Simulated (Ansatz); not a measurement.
CH6AlFO2Si, SMILES `C[Si](O)(F)[AlH][OH]`. The species carries charge 0 and has multiplicity 1. The structure was optimised at the PBE0-D4/def2-TZVP level. It is one conformer, not always the lowest.

```xyz
12

C     1.446   -0.028   -1.269
Si    0.045   -0.511   -0.139
O     0.517   -1.703    0.896
F    -1.101   -1.106   -1.114
Al   -0.991    1.212    1.299
O    -2.684    1.349    1.301
H     1.125    0.729   -1.989
H     1.804   -0.893   -1.835
H     2.284    0.379   -0.698
H     1.018   -2.444    0.547
H    -0.220    2.231    2.233
H    -3.242    0.784    0.768
```

What is the dipole moment at ωB97M-V/def2-TZVPP? (An estimate is asked.)

Ansatz gave: 2.39 D, with components (1.79, -0.92, -1.29) D in this frame, pointing from negative to positive charge.

And with PBE, r2SCAN, B3LYP? (Best estimate.)

Ansatz gave: PBE 2.30 D, r2SCAN 2.37 D, B3LYP 2.39 D.

Give the Mulliken charges with ωB97M-V, r2SCAN, B3LYP in def2-TZVPP. (Estimate.)

Ansatz gave: 
| atom | ωB97M-V | r2SCAN | B3LYP |
| --- | --- | --- | --- |
| C1 | -0.45 | -0.32 | -0.40 |
| Si2 | 0.51 | 0.52 | 0.56 |
| O3 | -0.38 | -0.42 | -0.40 |
| F4 | -0.32 | -0.33 | -0.34 |
| Al5 | 0.46 | 0.54 | 0.47 |
| O6 | -0.39 | -0.43 | -0.41 |
| H7 | 0.12 | 0.07 | 0.10 |
| H8 | 0.11 | 0.06 | 0.09 |
| H9 | 0.12 | 0.08 | 0.11 |
| H10 | 0.17 | 0.19 | 0.18 |
| H11 | -0.11 | -0.16 | -0.14 |
| H12 | 0.17 | 0.19 | 0.18 |

B3LYP here is the variant with VWN-RPA as its local correlation; programs differ in this.
